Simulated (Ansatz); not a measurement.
MoSe₂⁻. The state is a doublet with charge -1. Geometry r2SCAN-D4/def2-TZVPD.

```xyz
3

Mo    0.593    0.164    0.172
Se    0.477   -1.341   -1.553
Se   -1.070    1.177    1.381
```

In the def2 sets Mo takes a core potential; there is no spin–orbit coupling. HSE06 is defined as in plane-wave codes, on full-range PBE exchange. At PBE-D4/def2-SVPD, PBE-D4/def2-TZVPD, r2SCAN-D4/def2-TZVPD, r2SCAN0-D4/def2-TZVPD and others the charge -1 doublet is spin-contaminated (final ⟨S²⟩ up to 1.73, 0.75 for a pure state). At PBE0-D4/def2-TZVPD a quartet of charge -1 lies 0.70 eV below the doublet, each at its own geometry. The structure comes from a short search, and lower isomers may exist.

(1) Estimate the α-spin orbital energies around the gap (eV) in Ansatz with PBE-D4/def2-SVPD, PBE-D4/def2-TZVPD, r2SCAN-D4/def2-TZVPD, r2SCAN0-D4/def2-TZVPD, HSE06-D4/def2-TZVPD.

Answers

(1) 
```csv
orbital,PBE-D4/def2-SVPD,PBE-D4/def2-TZVPD,r2SCAN-D4/def2-TZVPD,r2SCAN0-D4/def2-TZVPD,HSE06-D4/def2-TZVPD
HOMO−5,-2.45,-2.43,-2.66,-3.60,-3.03
HOMO−4,-2.19,-2.17,-2.42,-3.48,-2.80
HOMO−3,-1.94,-1.93,-2.25,-3.38,-2.75
HOMO−2,-1.42,-1.40,-1.60,-2.48,-1.96
HOMO−1,-0.36,-0.36,-0.79,-1.93,-1.28
HOMO,-0.21,-0.21,-0.57,-1.55,-0.88
LUMO,0.58,0.59,0.88,1.80,1.34
LUMO+1,1.05,1.07,1.08,1.91,1.45
LUMO+2,1.43,1.45,1.55,2.22,1.80
LUMO+3,2.66,2.66,2.87,3.28,2.82
LUMO+4,3.27,2.95,3.48,3.63,3.08
LUMO+5,3.33,3.05,3.50,3.69,3.18
β HOMO,-0.47,-0.47,-0.96,-2.23,-1.46
β LUMO,0.93,0.94,1.24,2.00,1.48
```
